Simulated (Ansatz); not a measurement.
Kohn–Sham single points on C4H7F3 (`C[C@@H](F)[C@@H](F)CF`).

```yaml
crystal:
  periodic: [false, false, false]
  atoms:
    - {symbol: C, position_ang: [-1.841994, 0.558972, -0.255470]}
    - {symbol: C, position_ang: [-0.518932, 0.353109, 0.428167]}
    - {symbol: F, position_ang: [-0.702121, -0.428788, 1.564414]}
    - {symbol: C, position_ang: [0.494868, -0.383896, -0.433817]}
    - {symbol: F, position_ang: [0.672068, 0.336684, -1.601007]}
    - {symbol: C, position_ang: [1.824712, -0.585079, 0.239588]}
    - {symbol: F, position_ang: [2.333483, 0.614457, 0.688914]}
    - {symbol: H, position_ang: [-1.709084, 1.170432, -1.148853]}
    - {symbol: H, position_ang: [-2.534543, 1.068111, 0.416056]}
    - {symbol: H, position_ang: [-2.277192, -0.399575, -0.547735]}
    - {symbol: H, position_ang: [-0.088256, 1.303748, 0.755614]}
    - {symbol: H, position_ang: [0.092160, -1.369473, -0.701378]}
    - {symbol: H, position_ang: [2.537555, -1.013041, -0.470589]}
    - {symbol: H, position_ang: [1.704373, -1.254860, 1.094999]}
basis:
  gaussian: {orbitals: def2-TZVPP}
hamiltonian: {xc: {name: BLYP}, dispersion: d4}
output: {orbitals: {seedname: orbitals}}
```

```sh
$ ansatz run in.yaml --threads 4 --pin off --events-out ev --progress --plain --max-ram 11315MiB
```

Output, abridged:

```
Functional definition: BLYP
1601 factors; their error is unknown
mean field evaluation 1: about -12402.6811 eV, gradient 7.6e1 eV
mean field evaluation 2: about -12389.8250 eV, gradient 1.0e2 eV
mean field evaluation 4: about -12415.0665 eV, gradient 7.9e0 eV
mean field evaluation 8: about -12415.1585 eV, gradient 2.1e-1 eV
mean field evaluation 16: about -12415.1073 eV, gradient 5.1e-4 eV
mean field -12415.10730718 eV, -456.2467782770 hartree, gradient 1.4e-5 eV, S^2 0.000000; 0 other end points of the search recorded, 0 dependent functions left out
reference -12415.10767707 eV, -456.2467918703 hartree; 29, 29 occupied and 286, 286 virtual orbitals, 1601 factors
Total energy: -12415.67816510 eV, -456.2677569183 hartree
```

It took 2.6 s on 4 threads of an Arm Neoverse V2 on a shared host, with 0.46 GiB of host memory at the peak.

Changing it to `hamiltonian: {xc: {name: LC-wPBE}}` (abridged; 3.3 s):

```
Functional definition: LC-wPBE
mean field evaluation 16: about -12411.1658 eV, gradient 1.8e-4 eV
mean field -12411.16581458 eV, -456.1019310956 hartree, gradient 5.3e-5 eV, S^2 0.000000
Total energy: -12411.16581459 eV, -456.1019310958 hartree
```

Changing it to `hamiltonian: {xc: {name: PBE-QIDH}}` (abridged; 8.5 s):

```
Functional definition: PBE-QIDH
mean field evaluation 16: about -12389.2165 eV, gradient 1.1e-4 eV
mean field -12389.21647360 eV, -455.2953076924 hartree, gradient 5.0e-6 eV, S^2 0.000000
7 core orbitals not correlated: weight in the atoms' cores, before any rotation towards them, 1.000 or more for the frozen orbitals, at most 0.000 for the correlated occupied ones
second order -43.14605746 eV of doubles, -0.00000000 eV of singles
Total energy: -12403.59850435 eV, -455.8238375738 hartree
```

Changing it to `hamiltonian: {xc: pbe0, dispersion: d4}` (abridged; 4 s):

```
Functional definition: PBE0
mean field evaluation 16: about -12405.1385 eV, gradient 1.9e-4 eV
mean field -12405.13854571 eV, -455.8804330499 hartree, gradient 5.6e-5 eV, S^2 0.000000
Total energy: -12405.35133633 eV, -455.8882529609 hartree
```

Changing it to `hamiltonian: {xc: {name: r2SCANh}, dispersion: d4}` (abridged; 6.5 s):

```
Functional definition: r2SCANh
mean field evaluation 16: about -12411.5273 eV, gradient 3.3e-4 eV
mean field -12411.52730712 eV, -456.1152157014 hartree, gradient 3.9e-5 eV, S^2 0.000000
Total energy: -12411.59642757 eV, -456.1177558309 hartree
```

With the line `hamiltonian: {xc: pbe, dispersion: d4}` and forces (abridged; 3.3 s):

```
Functional definition: PBE
mean field evaluation 16: about -12404.5027 eV, gradient 6.1e-4 eV
mean field -12404.50270534 eV, -455.8570663474 hartree, gradient 1.9e-5 eV, S^2 0.000000
Total energy: -12404.75718277 eV, -455.8664182205 hartree
Atom 0 force    -0.037195     0.028034    -0.019769 eV/Å
Atom 1 force    -0.019275     0.203902    -0.281383 eV/Å
Atom 2 force    -0.104990    -0.389203     0.618054 eV/Å
Atom 3 force    -0.022935    -0.213589     0.266646 eV/Å
Atom 4 force     0.103335     0.377431    -0.641621 eV/Å
Atom 5 force    -0.108605    -0.331038    -0.089084 eV/Å
Atom 6 force     0.287643     0.606687     0.232766 eV/Å
Atom 7 force     0.006202     0.124255    -0.183781 eV/Å
Atom 8 force    -0.145850     0.106550     0.121444 eV/Å
Atom 9 force    -0.089182    -0.187790    -0.065422 eV/Å
Atom 10 force     0.104463     0.228475     0.058008 eV/Å
Atom 11 force    -0.106773    -0.242491    -0.042700 eV/Å
Atom 12 force     0.158419    -0.126802    -0.162613 eV/Å
Atom 13 force    -0.025257    -0.184420     0.189455 eV/Å
Dipole moment:    -0.166507    -0.231143    -0.114986 e Å
```
